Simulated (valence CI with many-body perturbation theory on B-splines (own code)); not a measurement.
## Sensitivity of CI+MBPT for Pr XXXVIII

Computed by configuration interaction combined with many-body perturbation theory (CI+MBPT): four valence electrons over a frozen Dirac-Fock core [Ar], a basis of 6 s, 6 p, 5 d, 5 f, 1 g functions for each j, with the one-electron correlation potential Σ1 (screened to all orders), the two-electron term Σ2, the three-electron term Σ3, Breit, model QED; selected single and double excitations, second order for the rest, scaled by the run's own slope (own B-spline code, finite nucleus).

The last digits are not significant, and no measured levels were compared; by estimate large intervals hold to a few tenths of a per cent, small ones and those within an open d or f shell to about a per cent. Only levels of the ground parity were solved; by the run's estimate the other parity begins above the list, which can be wrong where configurations are misplaced.

The reference run has the lowest level (3d3/2^4) J=0 and an ionisation energy of 2628.25 eV. Its largest variational space holds 8174 state functions.

Levels are named by their leading jj configuration (3d3/2^4 stands for four electrons in 3d with j = 3/2), which in mixed levels can hold well under half, so a name can repeat and another be missing. Letters in brackets count levels of one name in rising energy.

Changed runs:
A. averaging of valence orbitals over low configurations on → off
B. orbitals per symmetry with explicit Σ2 and valence Breit (the others get mean screening factors) 5 → 4
C. size limit of the variational space 10000 → 3000
D. closed core [Ar] → [Ar] 3d1 (bad on purpose)

Excitation energies of the reference run in cm⁻¹, and shifts in cm⁻¹:

| Level | Reference | A | B | C |
| --- | --- | --- | --- | --- |
| (3d3/2^3 3d5/2) J=1 | 143352 | +67 | -36 | -6.0 |
| (3d3/2^3 3d5/2) J=2 | 211470 | +56 | -32 | -26 |
| (3d3/2^3 3d5/2) J=4 | 218476 | +20 | +0.3 | -38 |
| (3d3/2^3 3d5/2) J=3 | 237868 | +32 | -11 | +150 |
| (3d3/2^2 3d5/2^2) J=0 | 343459 | +52 | -14 | 0 |
| (3d3/2^2 3d5/2^2) J=4 [a] | 359124 | +78 | -27 | -30 |
| (3d3/2^2 3d5/2^2) J=2 [a] | 367024 | +7.3 | +7.4 | -35 |
| (3d3/2^2 3d5/2^2) J=3 [a] | 374904 | +50 | -10 | +188 |
| (3d3/2^2 3d5/2^2) J=5 | 400258 | +53 | -4.6 | -17 |
| (3d3/2^2 3d5/2^2) J=1 | 416414 | +7.7 | +4.3 | -11 |
| (3d3/2^2 3d5/2^2) J=6 | 418383 | +49 | +0.4 | -3.7 |
| (3d3/2^2 3d5/2^2) J=4 [b] | 445782 | +11 | +17 | -42 |
| Ionisation energy (eV) | 2628.25 | +0.02 | -0.00062 | 0 |

Run D: It gave no result: the perturbation theory needs a core of closed shells. The program said: "the core must hold closed shells only".
